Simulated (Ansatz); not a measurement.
[NbOCl4]- (NbCl4O⁻), relaxed as a singlet with RKS B3LYP-D4/def2-SVPD in Ansatz, starting from the GFN2-xTB geometry. Force threshold 0.02 eV/Å.

In the def2 sets Nb takes a core potential; there is no spin–orbit coupling. The relaxation made no stability test and no search for a lower SCF solution.

Start:

```xyz
6

Nb    0.0695    0.1655    0.1003
O     0.6406    1.5351    0.9168
Cl    1.8098   -1.4225    0.0320
Cl    0.5366    0.4340   -2.1956
Cl   -2.1652    0.5781   -0.5421
Cl   -0.8914   -1.2902    1.6886
```

Task: Estimate the energy that the relaxation releases and the steps that it takes.

Result: 0.18 eV, in 5 steps; 15 s on 4 threads of Intel Xeon on a shared host. No frequencies were taken in this run, so the end may be a saddle point.

Task: Does the start keep its bonding and symmetry?

Result: By distances, no bond broke or formed. The bond that changes most is Nb1–Cl3, from 2.36 to 2.42 Å (atoms count from 1). Point group C4v at the start, C4v at the end, both within 0.05 Å.

Task: Predict the relaxed structure.

Result: 
```xyz
6

Nb    0.0372    0.0892    0.0533
O     0.6086    1.4591    0.8715
Cl    1.9145   -1.4311    0.0689
Cl    0.5844    0.5130   -2.2612
Cl   -2.2368    0.6584   -0.5304
Cl   -0.9080   -1.2886    1.7979
```
Bond lengths: 4 × Cl–Nb 2.42 Å; 1 × Nb–O 1.69 Å.
